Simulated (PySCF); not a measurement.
Compound: C₇H₁₁F₃O.
Numbering: `[F:1][C:2]([F:3])([F:4])[CH2:5][CH2:6][C@H:7]1[CH2:8][CH2:9][O:10][CH2:11]1` (hydrogens: H12, H13 on C5; H14, H15 on C6; H16 on C7; H17, H18 on C8; H19, H20 on C9; H21, H22 on C11)

Jobs on this species (22 atoms, 88 electrons) with PySCF (density fitting). Hardware of each: one thread of an Intel Xeon at 2.50 GHz, no GPU, on a shared host. Other jobs ran on the host; a repeat could differ by tens of per cent or more. Peak memory is the resident size of the whole Python process, interpreter and libraries included.

```tsv
level and settings	work	basis functions	SCF cycles	wall time	peak memory
PBE0/pcSseg-1, IEF-PCM dichloromethane	shieldings, ring-centre shieldings, charges and field gradients	242	?	?	?
PBE0/pcSseg-1, IEF-PCM tetrahydrofuran	shieldings, ring-centre shieldings	242	13	2.2 min	1.4 GiB
PBE0-D3(BJ)/def2-SVP, grid level 1	geometry optimisation from a GFN2-xTB start shaken at random	209	59	8.4 min	0.92 GiB
```

**Question.** Fill in the missing figures.

**Answer.** 
- PBE0/pcSseg-1, IEF-PCM dichloromethane; shieldings, ring-centre shieldings, charges and field gradients: 2.4 min, 1.3 GiB, 13 SCF cycles

**Question.** What do all jobs in the table cost together?

**Answer.** About 13 min; the longest takes about 65 % of that, and about 3.8 times as long as the shortest.
